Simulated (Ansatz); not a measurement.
Isomers of CH₆AlNOSi, relaxed with PBE0-D4/def2-TZVP in Ansatz; electronic energies, one conformer each and not always the lowest. Functionals use def2-TZVPP; CBS adds triple-zeta CCSD(T) − MP2 to the MP2 limit of def2-TZVPP and def2-QZVPP.

(1) Order them by energy at frozen-core CCSD(T)/CBS, lowest first. (Estimate.)
A. `N[Si]1([AlH2])CO1`
B. `O[SiH]1C[NH][AlH]1`
C. `O=C[N]([AlH2])[SiH3]`

(2) How do r2SCAN-D4, PBE0-D4, B3LYP, B2PLYP place them (kJ/mol, against `O[SiH]1C[NH][AlH]1`)? (Estimate.)

## Answers

(1) B (0.0 kJ/mol), C (20.7 kJ/mol), A (121.1 kJ/mol).

(2) Computed: 
| isomer | r2SCAN-D4 | PBE0-D4 | B3LYP | B2PLYP |
| --- | --- | --- | --- | --- |
| `O=C[N]([AlH2])[SiH3]` | 14.8 | 29.4 | 3.1 | 4.1 |
| `N[Si]1([AlH2])CO1` | 115.3 | 120.2 | 112.6 | 117.1 |

B3LYP here is the variant with VWN-RPA as its local correlation; programs differ in this.
